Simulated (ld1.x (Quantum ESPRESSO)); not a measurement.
u(r) = r·R(r): atom against pseudo-atom (Mn (Z = 25))

Columns: radius, all-electron u(r) and pseudo u(r) of the 4p shell (level -13.91 eV) of manganese in the configuration [Ar] 3d5 4s0 4p0; LDA (PZ), scalar-relativistic, PAW scheme, ld1.x (Quantum ESPRESSO) 7.5.

```tsv
r (bohr)	all-electron	pseudo
0.138	0.1752	0.0057
0.275	0.0470	0.0222
0.413	-0.1582	0.0492
0.550	-0.2760	0.0850
0.688	-0.2932	0.1286
0.825	-0.2386	0.1776
0.963	-0.1432	0.2307
1.100	-0.0310	0.2853
1.238	0.0853	0.3401
1.375	0.1953	0.3927
1.513	0.2959	0.4425
1.650	0.3830	0.4876
1.788	0.4572	0.5277
1.925	0.5171	0.5619
2.062	0.5639	0.5900
2.200	0.5988	0.6121
2.338	0.6225	0.6280
2.475	0.6362	0.6377
2.613	0.6412	0.6413
2.750	0.6387	0.6387
2.888	0.6300	0.6300
3.025	0.6162	0.6162
3.162	0.5982	0.5982
3.300	0.5768	0.5768
3.438	0.5529	0.5529
3.575	0.5274	0.5274
```

How many radial nodes do the two functions have?

The all-electron 4p function has n − l − 1 = 2; the pseudo-wave has 0, since the states of the same l below it are removed with the core.

At about which radius was the pseudo-wave matched?

2.75 bohr, where the columns begin to agree (steps of 0.14 bohr).

Is the pseudo-wave norm-conserving?

No, it belongs to a PAW set: the norm inside the radius is not constrained, and the difference is carried by the augmentation charge.
